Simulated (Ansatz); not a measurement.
Basis sets compared for Cd₄H₁₄Se₄. The state is a singlet with charge 0. Geometry PBE-D4/def2-SVP, loosely relaxed. Ansatz on 2 threads of AMD EPYC 7R13 on a shared host and a share (18 GiB) of an NVIDIA H100 80GB HBM3; times are rough, and most runs start from earlier orbitals.

```xyz
22

Cd    2.098    0.418    2.283
Se   -1.022    1.070    1.908
Cd    2.028   -0.462   -3.221
Se    1.365    1.259   -0.468
Se   -1.264    1.330   -2.585
Cd   -2.473   -0.352   -0.461
Cd    1.799   -1.485   -0.145
Se   -0.798   -2.342   -0.538
H     2.704    1.673    3.228
H    -1.589   -1.655    3.661
H    -1.020    2.524    1.612
H    -2.151    1.212    2.877
H     3.531    0.257   -3.517
H     0.486   -1.210   -3.172
H     2.747    1.771   -0.644
H    -1.630    2.581   -1.862
H    -2.576    1.374   -3.309
H    -4.057    0.229   -0.263
H     1.761   -1.293    1.842
H     3.029   -2.275   -1.052
H    -1.850   -1.861    2.967
H    -1.120   -2.762    0.860
```

In the def2 sets Cd takes a core potential; there is no spin–orbit coupling. Single mean-field runs in def2-TZVP are fitted with def2-universal-jkfit. The geometry of the charge 0 singlet is only loosely relaxed. In the singlet geometry the species has come apart into loosely held pieces. In the singlet, H10 and H21 lie 0.77 Å apart (atoms count from 1), so H2 has formed as a molecule.

Binding counts from free atoms (Cd singlet, Se triplet, H doublet) in the same basis, without a counterpoise term.

```
           level  functions  energy (Eh)  HOMO (eV)  LUMO (eV)  binding per atom (eV)  wall time
 PBE-D4/def2-SVP        322  -10282.8862      -5.82      -1.97                   1.98      4.9 s
PBE0-D4/def2-SVP        322  -10283.1742      -6.87      -1.16                   1.97      6.5 s
```

Q: Estimate the rows for PBE-D4/def2-TZVP, PBE0-D4/def2-TZVP (with forces).

A: 
```
                          level  functions  energy (Eh)  HOMO (eV)  LUMO (eV)  binding per atom (eV)  wall time
               PBE-D4/def2-TZVP        436  -10284.2382      -5.87      -2.03                   1.96        6 s
PBE0-D4/def2-TZVP (with forces)        436  -10284.5167      -6.89      -1.21                   1.96        7 s
```
